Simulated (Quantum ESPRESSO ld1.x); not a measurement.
Valence configurations of P (all share [Ne]). Calculated with ld1.x of Quantum ESPRESSO 7.5: scalar-relativistic Kohn-Sham, PBE, spin-unpolarised, spherical densities, point nucleus. Energies are relative to 3s2 3p3; eigenvalues in eV.

valence      E (eV)   e(3p)    e(3s)
3s2 3p3       0.000  -5.507  -13.969
3s1.5 3p3.5   4.250  -5.795  -14.330
3s1 3p4       8.534  -6.072  -14.675
3s0.5 3p4.5  12.852  -6.337  -15.004
3p5          17.200  -6.592        -

NIST lists [Ne] 3s2 3p3 as the ground configuration; this level of theory agrees among the configurations tried. The energies are those of spherical spin-averaged densities, not of single terms.
